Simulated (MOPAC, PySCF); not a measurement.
Precursor series W F-OH. Gas-phase values, no solvent. One relaxed conformer stands for each flexible species; it need not be the lowest.

Quantity: redistribution energy (mixed species minus the weighted end members), in kcal/mol. Semi-empirical values (MOPAC) are differences of heats of formation.

Level 1: TPSSh-D3(BJ)/def2-TZVP // TPSS-D3(BJ)/def2-SVP (PySCF)
Level 2: BP86/6-31G* (LANL2DZ on W) // TPSS-D3(BJ)/def2-SVP (PySCF)
Level 3: PBE/6-31G* (LANL2DZ on W) // TPSS-D3(BJ)/def2-SVP (PySCF)
Level 4: PM7 // TPSS-D3(BJ)/def2-SVP (MOPAC)

| species | level 2 | level 3 | level 4 |
|---|---|---|---|
| 3 of 6 F replaced by OH: [W(F)3(OH)3] | -1.00 | -0.69 | -18.6 |
| 1 of 6 F replaced by OH: [W(F)5(OH)] | 0.14 | 0.36 | -9.35 |
| 5 of 6 F replaced by OH: [W(F)(OH)5] | -2.07 | -2.01 | -8.30 |
| 2 of 6 F replaced by OH: [W(F)4(OH)2] | -0.37 | -0.05 | -15.5 |

### Question
What does level 1 give for each?

### Answer

- 3 of 6 F replaced by OH: [W(F)3(OH)3]: -5.05
- 1 of 6 F replaced by OH: [W(F)5(OH)]: -2.88
- 5 of 6 F replaced by OH: [W(F)(OH)5]: -2.92
- 2 of 6 F replaced by OH: [W(F)4(OH)2]: -4.39
